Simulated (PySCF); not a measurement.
This script is equivalent to a calculation on He+ (helium, charge +1).

```python
from pyscf import gto, scf, dft, mp, cc
import basis_set_exchange as bse
mol = gto.M(atom="He 0 0 0", charge=1, spin=1, symmetry="D2h",
            basis=gto.basis.parse(bse.get_basis("x2c-SVPall", elements=["He"], fmt="nwchem", header=False)),
            nucmod="G")
mf = dft.UKS(mol, xc="TPSS").sfx2c1e()
mf.irrep_nelec = {'Ag': (1, 0)}
mf.kernel()
```

Q: What total energy does it give?

A: -1.995 hartree (calculated).

Q: Which occupied shell lies highest, and where?

A: 1s α, at -42.646 eV.

Q: What is ⟨S²⟩, and what would a pure spin state give?

A: 0.750, against 0.75.

For one electron the Hartree and exchange-correlation energies should cancel; what remains is the self-interaction error.
